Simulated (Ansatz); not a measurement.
Ansatz (a quantum-chemistry and plane-wave program) input (PBE/def2-TZVPD):

Ansatz 0.2 input:
```yaml
crystal:
  periodic: [false, false, false]
  atoms:
    - {symbol: N, position_ang: [-1.31713733, -0.60260130, 0.56815201]}
    - {symbol: Si, position_ang: [0.16172077, -0.27363420, -0.24188589]}
    - {symbol: N, position_ang: [1.30558102, 0.10388930, 0.96648028]}
    - {symbol: F, position_ang: [-0.22276746, 0.93599993, -1.24762215]}
    - {symbol: H, position_ang: [-1.35177196, -1.33669038, 1.25897181]}
    - {symbol: H, position_ang: [-2.18836719, -0.52716771, 0.06493191]}
    - {symbol: H, position_ang: [2.29584955, 0.07870198, 0.78967499]}
    - {symbol: H, position_ang: [1.06600026, 0.68301955, 1.75899718]}
basis:
  gaussian:
    orbitals: def2-TZVPD
hamiltonian:
  xc: {name: PBE}
magnetization: {spin_polarized: true, initial_magnetization: 1}
output: {forces: true}
```

Output:

```
Functional definition: PBE
integrals: 0.10 GiB planned
1034 factors; their error is unknown
0.31 GiB of the device are held for the grids
1.00 GiB of device memory are held for the factors and their scratch space
mean field: 0.89 GiB planned
mean field evaluation 1: about -13615.9005 eV, gradient 7.2e1 eV
mean field evaluation 2: about -13544.1878 eV, gradient 1.3e2 eV
mean field evaluation 4: about -13633.5948 eV, gradient 1.8e1 eV
mean field evaluation 8: about -13634.5884 eV, gradient 1.9e-1 eV
mean field evaluation 16: about -13634.5784 eV, gradient 4.0e-4 eV
mean field -13634.57839138 eV, -501.0615140340 hartree, gradient 3.3e-5 eV, S^2 0.751735; 0 other end points of the search recorded, 0 dependent functions left out
the calculation of the forces begins
reference -13634.57844846 eV, -501.0615161315 hartree; 21, 20 occupied and 172, 173 virtual orbitals, 1034 factors
Total energy: -13634.57844846 eV, -501.0615161315 hartree
Atom 0 at    -1.317137    -0.602601     0.568152 Å, force     0.107993     0.211058     0.081752 eV/Å
Atom 1 at     0.161721    -0.273634    -0.241886 Å, force     0.159146    -0.278150    -0.045005 eV/Å
Atom 2 at     1.305581     0.103889     0.966480 Å, force    -0.106556    -0.156683    -0.031302 eV/Å
Atom 3 at    -0.222767     0.936000    -1.247622 Å, force    -0.108433     0.296776    -0.282364 eV/Å
Atom 4 at    -1.351772    -1.336690     1.258972 Å, force    -0.018129    -0.274238     0.234012 eV/Å
Atom 5 at    -2.188367    -0.527168     0.064932 Å, force    -0.306376     0.010041    -0.183056 eV/Å
Atom 6 at     2.295850     0.078702     0.789675 Å, force     0.351044    -0.016637    -0.065843 eV/Å
Atom 7 at     1.066000     0.683020     1.758997 Å, force    -0.078688     0.207834     0.291806 eV/Å
Dipole moment:    -0.020665    -0.182148     0.376868 e Å
```

It need not be the lowest isomer of its formula.
